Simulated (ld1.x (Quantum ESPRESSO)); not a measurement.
# Configuration tests for Ru (TM semilocal)

```json
{
  "Element": "ruthenium (Ru)",
  "Generator": "ld1.x (Quantum ESPRESSO) 7.5",
  "Type": "norm-conserving Troullier–Martins (semilocal form)",
  "Functional": "revPBE",
  "Relativity": "scalar-relativistic",
  "Frozen core": "[Kr]",
  "Valence charge": "8",
  "Reference configuration": "4d7 5s0.5 5p0.5",
  "Partial waves": "5s (bound): rc 2.65 bohr; 4d (bound): rc 1.20 bohr; 4f channel at 0.4 Ry: rc 3.35 bohr; 5p (bound): rc 4.20 bohr",
  "Local potential": "the p channel",
  "Core correction": "Bessel-smoothed model core inside 0.85 bohr"
}
```

Energies are relative to the spin-unpolarised reference configuration 4d7 5s0.5 5p0.5; without spin polarisation the order of configurations can differ from experiment.

```tsv
valence configuration	charge	ΔE all-electron (eV)	error AE − PS (meV)
4d7 5s1 5p0	0	-1.672	0.0
4d7 5s0 5p0	+1	5.494	-11
4d6 5s0 5p0	+2	23.594	-52
4d7.5 5s0.5 5p0	0	-2.009	-8.2
4d6 5s1 5p0	+1	8.381	-55
4d7 5s0 5p1	0	1.753	-0.4
4d7 5s0.5 5p0	+0.5	1.134	-1.3
```

Levels in the configuration 4d6 5s0 5p0:

```tsv
level	all-electron (eV)	pseudo (eV)
4d	-24.055	-24.186
```
